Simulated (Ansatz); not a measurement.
AsH4Si, SMILES [SiH3][AsH], multiplicity 2.

Coordinates come from a PBE0-D3(BJ)/def2-TZVP optimisation. The isomer is the one that the SMILES or the coordinates give; other isomers of the formula were not compared.

Two levels are set side by side: PBE/def2-TZVPD (Ansatz, a first-principles code) and PBE0/def2-TZVPD (Ansatz). Energy differences of separate SCF runs at the same geometry; the states with an electron removed or added have multiplicity 1 and 1. Differences are taken from unrounded values.

```
quantity                          PBE
-------------------------------  ----
vertical ionisation energy (eV)  8.96
vertical electron affinity (eV)  1.56
```

These are the PBE values. What does PBE0 give? (The exact figures need the calculation; the answer reports its results.)


```csv
quantity,PBE0,PBE minus PBE0
vertical ionisation energy (eV),9.12,-0.17
vertical electron affinity (eV),1.52,0.03
```
